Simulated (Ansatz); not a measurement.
Zn5Te4, relaxed as a triplet with UKS PBE-D4/def2-SVP in Ansatz, starting from the PBE-D4/def2-SVP geometry of the neutral singlet. Force threshold 0.03 eV/Å.

In the def2 sets Te takes a core potential; there is no spin–orbit coupling. The gap within one spin of the charge 0 triplet nearly closes, so an electron or hole may be smeared out by delocalisation error. At PBE-D4/def2-SVP a singlet of charge 0 lies 1.51 eV below the triplet, each at its own geometry. The structure comes from a short search, and lower isomers may exist.

Start:

Cartesian coordinates in Å:
```
Zn 2.010 0.443 -1.911
Zn 1.323 1.334 0.818
Zn -0.529 -1.053 -1.614
Zn -3.162 -1.043 3.063
Zn -1.355 -0.264 1.296
Te 2.071 2.782 -1.072
Te 0.702 -0.135 2.726
Te 1.632 -1.948 -2.480
Te -2.692 -0.117 -0.826
```

| step | energy (eV) | largest force component (eV/Å) | SCF passes |
| --- | --- | --- | --- |
| 1 | -271206.2686 | 0.581 | 59 |
| 2 | -271206.4184 | 0.269 | 43 |
| 3 | -271206.5796 | 0.512 | 63 |
| 4 | -271206.8512 | 0.587 | 36 |
| 5 | -271207.1426 | 0.253 | 35 |
| 6 | -271207.2100 | 0.237 | 33 |
| 7 | -271207.2480 | 0.385 | 33 |
| 8 | -271207.2845 | 0.102 | 33 |
| 9 | -271207.2896 | 0.035 | 32 |
| 10 | -271207.2902 | 0.014 | 30 |

Force components are those of the run's own axes.

End:

```
atom   x (Å)   y (Å)   z (Å)
 Zn1   2.156   0.497  -2.055
 Zn2   1.027   0.912   0.402
 Zn3  -0.179  -0.666  -1.225
 Zn4  -3.312  -0.933   3.229
 Zn5  -1.474  -0.328   1.414
 Te6   2.536   2.653  -0.855
 Te7   0.509   0.275   2.842
 Te8   1.445  -1.702  -3.004
 Te9  -2.708  -0.708  -0.749
```

Bonds formed: Zn2–Zn3 (atoms count from 1).

No frequencies were taken in this run, so the end may be a saddle point.

Run time 3.1 min (4 threads of Intel Xeon on a shared host), peak host memory 0.75 GiB.
